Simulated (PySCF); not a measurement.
## Dipole response of Cd (cadmium, neutral)

[Kr] 4d10 5s2, closed-shell 1S. Calculation: PySCF 2.14, in ANO-RCC-VTZP; the spin-free X2C one-electron Hamiltonian (Gaussian nucleus). Coupled (time-dependent) response in atomic units; α is the mean over directions. The basis has no added diffuse functions, which lowers α and C₆.

| method | mean α (bohr³) | C₆ (like pair) | S(−4) |
| --- | --- | --- | --- |
| UHF | 62.00 | 585.6 | 1882 |
| PBE | 46.02 | 395.3 | 1008 |
| PBE0 | 49.29 | 432.1 | 1165 |
| PBEsol | 45.41 | 388.7 | 978.9 |
| M06 | 44.53 | 364.8 | 1013 |

S(−4) is the Cauchy moment in α(ω) = α(0) + S(−4) ω² + …

Reference α: 46 ± 2 bohr³ (recommended; Schwerdtfeger and Nagle, table of static dipole polarizabilities (2023 update)). Published C₆: 405.0 (Gould and Bucko (2016)).

Hartree-Fock lies above the reference because it lacks correlation, which contracts the outer shell.

α(iu) at M06:

```csv
u (hartree),α(iu) (bohr³)
0,44.53
0.0500,42.15
0.100,36.50
0.200,24.63
0.300,16.98
0.500,9.819
0.750,6.353
1.00,4.724
1.50,3.107
2.00,2.245
3.00,1.319
5.00,0.5936
```

A single London oscillator, α(iu) = α/(1 + u²/ω²), gives C₆ = (3/4) ω α². Matching the computed C₆ needs ω = 4 × 364.8 / (3 × 44.53²) = 0.245 hartree.
